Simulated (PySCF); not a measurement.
Constitutional and geometric isomers with formula C4H3N. Gas-phase values, no solvent. Strings in code marks are SMILES.

The dipole moment from two functionals at the same geometries (B3LYP-D3(BJ)/def2-TZVP), both in PySCF: PBE-D3(BJ)/def2-TZVP and M06-2X/def2-TZVP. 

```csv
species,PBE-D3(BJ)/def2-TZVP (D)
`C#CNC#C`,1.21
`N#CC1C=C1`,4.47
`N=c1c2c1C2`,3.05
`C#CN=C=C`,1.13
`N=C=C1C=C1`,3.16
`C=C=CC#N`,4.33
```

### Question
What does M06-2X/def2-TZVP give for each?

### Answer

- `C#CNC#C`: 1.10
- `N#CC1C=C1`: 4.59
- `N=c1c2c1C2`: 3.43
- `C#CN=C=C`: 1.30
- `N=C=C1C=C1`: 3.35
- `C=C=CC#N`: 4.45
Over these rows, drawn at random from the members with no instability flagged (it was tested for open shells, ions and some series alone), PBE minus M06-2X: mean -0.15 D, from -0.37 D to +0.11 D.
